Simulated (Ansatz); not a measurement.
Consider the formal hydrolysis of the Nb–C bond: `[CH3][Nb]([NH2])(=[O])[F]` + H₂O → `[NH2][Nb](=[O])([OH])[F]` + CH₄.

Program: Ansatz. Geometries: PBE0-D4/def2-TZVP. ΔE: electronic, gas phase. CBS: MP2 limit from def2 TZ/QZ plus the TZ coupled-cluster correction, frozen cores. This one scheme is used for every species. Elements past krypton have def2 core potentials. For Nb outer-core shells are correlated without core-valence functions, which leaves a few kJ/mol of doubt a bond. One conformer a species, not always the lowest.

`[CH3][Nb]([NH2])(=[O])[F]`:

Z-matrix (Å, degrees):
```
C
Nb 1 2.155
H 1 1.092 2 111.6
H 1 1.096 2 108.5 3 -118.8
H 1 1.095 2 111.3 3 121.8
N 2 1.957 1 106.3 3 -60.6
O 2 1.691 1 105.2 3 52.2
F 2 1.883 1 108.4 3 174.6
H 6 1.010 2 125.1 1 109.6
H 6 1.011 2 124.4 1 -77.1
```

H₂O:

Cartesian coordinates in Å:
```
O 0.064 -0.375 0.082
H -0.109 0.336 0.702
H 0.045 0.039 -0.784
```

`[NH2][Nb](=[O])([OH])[F]`:

```xyz
8

N    -0.161   -0.796    1.234
Nb    0.025    0.580   -0.152
O     1.591    1.191    0.045
O    -0.201   -0.193   -1.870
F    -1.253    1.942    0.086
H     0.539   -1.010    1.928
H    -0.953   -1.417    1.325
H     0.414   -0.296   -2.597
```

CH₄:

Cartesian coordinates in Å:
```
C 0.000 0.000 0.000
H 0.013 -0.457 -0.989
H -1.007 0.351 0.225
H 0.691 0.842 0.020
H 0.303 -0.736 0.744
```

| species | CCSD(T)/CBS(def2) energy (Eh) |
| --- | --- |
| `[CH3][Nb]([NH2])(=[O])[F]` | -327.80729 |
| H₂O | -76.37941 |
| `[NH2][Nb](=[O])([OH])[F]` | -363.77980 |
| CH₄ | -40.46206 |

**Question.** Work out ΔE.

**Answer.** ΔE = (-363.77980) + (-40.46206) − (-327.80729) − (-76.37941) = -0.05516 Eh = -144.8 kJ/mol.

**Question.** What do rigid-rotor, harmonic-oscillator terms from PBE0-D4/def2-TZVP frequencies (298.15 K, 1 bar) make of the CCSD(T)/CBS value? (An estimate is asked.)

**Answer.** The calculation gave: ΔZPE = +4.0 kJ/mol, ΔH = -142.6 kJ/mol, ΔS = -18 J/(mol·K), ΔG = -137.4 kJ/mol.

Largest T1 diagnostic among the species: 0.022, so the coupled-cluster value is less sure than usual.

Leaving LDA and LC-ωPBE aside and taking each functional with its dispersion term where it has one, the values, not all of them listed here, spread over 12.6 kJ/mol, from CAM-B3LYP-D4 to HSE06-D4. In def2-TZVPP, CCSD(T) changes the Hartree–Fock value by +15.8 kJ/mol (the triples alone add +0.5 kJ/mol) and MP2 by +14.1 kJ/mol. From r2SCAN to r2SCAN0 (25 % exact exchange), in def2-TZVPP and without D4, ΔE moves by +3.9 kJ/mol.
